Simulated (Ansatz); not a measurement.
TiH₄ was relaxed with B3LYP-D4 (def2-TZVP) in Ansatz in these states: charge +1 doublet, neutral singlet. The geometries follow in no particular order.

A:

```xyz
5

Ti   -0.108    0.605   -0.658
H    -0.594    1.462    0.689
H     0.614   -0.806    0.714
H     1.266   -0.658    0.341
H    -1.178   -0.603   -1.086
```

B:

```xyz
5

Ti    0.0000    0.0000    0.0000
H    -1.2756    1.0835   -0.2653
H     0.4904   -0.6680   -1.4781
H    -0.5164   -1.2379    1.0356
H     1.3016    0.8223    0.7078
```

Judge from the bond lengths which geometry belongs to which state (an estimate).

A is the charge +1 doublet (Ti1–H4 2.118 Å, Ti1–H3 2.097 Å, Ti1–H5 1.669 Å); B is the neutral singlet (Ti1–H4 1.695 Å, Ti1–H3 1.695 Å, Ti1–H5 1.695 Å).

In the charge 1 doublet, H3 and H4 lie 0.77 Å apart (atoms count from 1), so H2 has formed as a molecule.
